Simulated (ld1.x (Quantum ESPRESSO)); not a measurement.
u(r) = r·R(r): atom against pseudo-atom (S)

Columns: radius, all-electron u(r) and pseudo u(r) of the 3s shell (level -17.51 eV) of sulfur in the configuration [Ne] 3s1.5 3p4.5; LDA (PZ), non-relativistic, TM scheme, ld1.x (Quantum ESPRESSO) 7.5.

| r (bohr) | all-electron | pseudo |
| --- | --- | --- |
| 0.085 | 0.1609 | 0.0724 |
| 0.170 | -0.1487 | 0.1380 |
| 0.255 | -0.3630 | 0.1912 |
| 0.340 | -0.4122 | 0.2295 |
| 0.425 | -0.3382 | 0.2551 |
| 0.510 | -0.1938 | 0.2753 |
| 0.595 | -0.0195 | 0.3000 |
| 0.680 | 0.1578 | 0.3392 |
| 0.765 | 0.3223 | 0.4011 |
| 0.850 | 0.4655 | 0.4871 |
| 0.935 | 0.5840 | 0.5862 |
| 1.020 | 0.6775 | 0.6775 |
| 1.105 | 0.7473 | 0.7473 |
| 1.190 | 0.7958 | 0.7958 |
| 1.275 | 0.8255 | 0.8255 |
| 1.360 | 0.8394 | 0.8394 |
| 1.445 | 0.8402 | 0.8402 |
| 1.530 | 0.8303 | 0.8303 |
| 1.615 | 0.8121 | 0.8121 |
| 1.700 | 0.7874 | 0.7874 |
| 1.785 | 0.7580 | 0.7580 |
| 1.870 | 0.7253 | 0.7253 |
| 1.955 | 0.6903 | 0.6903 |
| 2.040 | 0.6541 | 0.6541 |
| 2.125 | 0.6175 | 0.6175 |
| 2.210 | 0.5809 | 0.5809 |

(1) How many radial nodes do the two functions have?

(2) At about which radius was the pseudo-wave matched?

(3) Is the pseudo-wave norm-conserving?

Answers

(1) The all-electron 3s function has n − l − 1 = 2; the pseudo-wave has 0, since the states of the same l below it are removed with the core.

(2) 1.05 bohr, where the columns begin to agree (steps of 0.09 bohr).

(3) Yes: the TM scheme keeps the norm inside the radius equal to the all-electron one, which fixes the energy derivative of the logarithmic derivative at the level.
